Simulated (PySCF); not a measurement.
CH₈GeOSi. Atoms are numbered in the order given.

```xyz
12

Si    -0.4443    -1.1172     0.2905
Ge     1.2604     0.5406     0.0562
O     -1.8147    -0.7094    -0.5676
C     -2.5726     0.4435    -0.3332
H      0.0189    -2.4190    -0.2643
H     -0.7610    -1.2800     1.7480
H      0.8092     1.9010     0.6250
H      2.5276     0.1084     0.8203
H      1.6340     0.7462    -1.4241
H     -2.9712     0.4778     0.6980
H     -3.4265     0.4516    -1.0272
H     -1.9895     1.3685    -0.5021
```

Geometry: PBE0-D3(BJ)/def2-SVP. The structure was generated by enumeration, and PubChem lists no compound with its InChIKey, so it may never have been made. One conformer was computed; it need not be the lowest.

These are PBE0-D3(BJ)/def2-SVP in PySCF values and carry that method's errors.

Frequencies are harmonic and unscaled.

Q: Give all harmonic wavenumbers and intensities. (Estimate from the structure and the level; the computed values follow.)

A: 
```json
[
 {"mode": "1", "ν (cm⁻¹)": "55", "IR (km/mol)": "1.5", "Raman (Å⁴/amu)": "0.9", "depolarisation": "0.69", "moving atoms (share of kinetic energy)": "H 59 %, C 24 %"},
 {"mode": "2", "ν (cm⁻¹)": "87", "IR (km/mol)": "0.8", "Raman (Å⁴/amu)": "0.4", "depolarisation": "0.62", "moving atoms (share of kinetic energy)": "H 69 %, C 16 %"},
 {"mode": "3", "ν (cm⁻¹)": "101", "IR (km/mol)": "0.2", "Raman (Å⁴/amu)": "0.2", "depolarisation": "0.68", "moving atoms (share of kinetic energy)": "H 87 %"},
 {"mode": "4", "ν (cm⁻¹)": "151", "IR (km/mol)": "8.6", "Raman (Å⁴/amu)": "0.7", "depolarisation": "0.35", "moving atoms (share of kinetic energy)": "O 50 %, H 27 %, C 9 %"},
 {"mode": "5", "ν (cm⁻¹)": "233", "IR (km/mol)": "4.6", "Raman (Å⁴/amu)": "0.5", "depolarisation": "0.72", "moving atoms (share of kinetic energy)": "O 38 %, H 31 %, C 17 %, Si 11 %"},
 {"mode": "6", "ν (cm⁻¹)": "344", "IR (km/mol)": "4.5", "Raman (Å⁴/amu)": "14.6", "depolarisation": "0.20", "moving atoms (share of kinetic energy)": "Si 50 %, Ge 25 %, H 22 %"},
 {"mode": "7", "ν (cm⁻¹)": "352", "IR (km/mol)": "19.3", "Raman (Å⁴/amu)": "0.5", "depolarisation": "0.58", "moving atoms (share of kinetic energy)": "H 96 %"},
 {"mode": "8", "ν (cm⁻¹)": "468", "IR (km/mol)": "20.9", "Raman (Å⁴/amu)": "8.3", "depolarisation": "0.60", "moving atoms (share of kinetic energy)": "H 72 %, Si 16 %"},
 {"mode": "9", "ν (cm⁻¹)": "583", "IR (km/mol)": "2.0", "Raman (Å⁴/amu)": "6.9", "depolarisation": "0.75", "moving atoms (share of kinetic energy)": "H 77 %, Si 17 %"},
 {"mode": "10", "ν (cm⁻¹)": "748", "IR (km/mol)": "11.9", "Raman (Å⁴/amu)": "17.0", "depolarisation": "0.72", "moving atoms (share of kinetic energy)": "H 77 %, Si 10 %, C 9 %"},
 {"mode": "11", "ν (cm⁻¹)": "768", "IR (km/mol)": "100.7", "Raman (Å⁴/amu)": "11.1", "depolarisation": "0.59", "moving atoms (share of kinetic energy)": "H 40 %, O 31 %, Si 21 %"},
 {"mode": "12", "ν (cm⁻¹)": "780", "IR (km/mol)": "298.4", "Raman (Å⁴/amu)": "5.1", "depolarisation": "0.56", "moving atoms (share of kinetic energy)": "H 91 %"},
 {"mode": "13", "ν (cm⁻¹)": "867", "IR (km/mol)": "61.8", "Raman (Å⁴/amu)": "20.1", "depolarisation": "0.68", "moving atoms (share of kinetic energy)": "H 86 %, Si 10 %"},
 {"mode": "14", "ν (cm⁻¹)": "886", "IR (km/mol)": "30.6", "Raman (Å⁴/amu)": "30.9", "depolarisation": "0.75", "moving atoms (share of kinetic energy)": "H 99 %"},
 {"mode": "15", "ν (cm⁻¹)": "897", "IR (km/mol)": "101.7", "Raman (Å⁴/amu)": "27.7", "depolarisation": "0.73", "moving atoms (share of kinetic energy)": "H 92 %"},
 {"mode": "16", "ν (cm⁻¹)": "932", "IR (km/mol)": "113.3", "Raman (Å⁴/amu)": "9.2", "depolarisation": "0.75", "moving atoms (share of kinetic energy)": "H 94 %"},
 {"mode": "17", "ν (cm⁻¹)": "1176", "IR (km/mol)": "106.4", "Raman (Å⁴/amu)": "3.2", "depolarisation": "0.59", "moving atoms (share of kinetic energy)": "H 42 %, C 29 %, O 28 %"},
 {"mode": "18", "ν (cm⁻¹)": "1181", "IR (km/mol)": "1.2", "Raman (Å⁴/amu)": "1.9", "depolarisation": "0.75", "moving atoms (share of kinetic energy)": "H 76 %, C 19 %"},
 {"mode": "19", "ν (cm⁻¹)": "1223", "IR (km/mol)": "149.5", "Raman (Å⁴/amu)": "0.6", "depolarisation": "0.60", "moving atoms (share of kinetic energy)": "H 36 %, O 36 %, C 27 %"},
 {"mode": "20", "ν (cm⁻¹)": "1472", "IR (km/mol)": "4.4", "Raman (Å⁴/amu)": "11.2", "depolarisation": "0.74", "moving atoms (share of kinetic energy)": "H 96 %"},
 {"mode": "21", "ν (cm⁻¹)": "1476", "IR (km/mol)": "6.7", "Raman (Å⁴/amu)": "18.3", "depolarisation": "0.73", "moving atoms (share of kinetic energy)": "H 95 %"},
 {"mode": "22", "ν (cm⁻¹)": "1480", "IR (km/mol)": "10.5", "Raman (Å⁴/amu)": "9.0", "depolarisation": "0.75", "moving atoms (share of kinetic energy)": "H 89 %, C 10 %"},
 {"mode": "23", "ν (cm⁻¹)": "2140", "IR (km/mol)": "72.1", "Raman (Å⁴/amu)": "228.4", "depolarisation": "0.04", "moving atoms (share of kinetic energy)": "H 99 %"},
 {"mode": "24", "ν (cm⁻¹)": "2146", "IR (km/mol)": "113.9", "Raman (Å⁴/amu)": "144.6", "depolarisation": "0.62", "moving atoms (share of kinetic energy)": "H 98 %"},
 {"mode": "25", "ν (cm⁻¹)": "2152", "IR (km/mol)": "89.5", "Raman (Å⁴/amu)": "162.4", "depolarisation": "0.54", "moving atoms (share of kinetic energy)": "H 98 %"},
 {"mode": "26", "ν (cm⁻¹)": "2194", "IR (km/mol)": "139.0", "Raman (Å⁴/amu)": "155.7", "depolarisation": "0.14", "moving atoms (share of kinetic energy)": "H 97 %"},
 {"mode": "27", "ν (cm⁻¹)": "2259", "IR (km/mol)": "105.3", "Raman (Å⁴/amu)": "162.2", "depolarisation": "0.25", "moving atoms (share of kinetic energy)": "H 97 %"},
 {"mode": "28", "ν (cm⁻¹)": "3006", "IR (km/mol)": "56.1", "Raman (Å⁴/amu)": "116.5", "depolarisation": "0.02", "moving atoms (share of kinetic energy)": "H 97 %"},
 {"mode": "29", "ν (cm⁻¹)": "3081", "IR (km/mol)": "37.6", "Raman (Å⁴/amu)": "48.0", "depolarisation": "0.71", "moving atoms (share of kinetic energy)": "H 90 %, C 10 %"},
 {"mode": "30", "ν (cm⁻¹)": "3141", "IR (km/mol)": "25.2", "Raman (Å⁴/amu)": "123.5", "depolarisation": "0.52", "moving atoms (share of kinetic energy)": "H 91 %, C 9 %"}
]
```
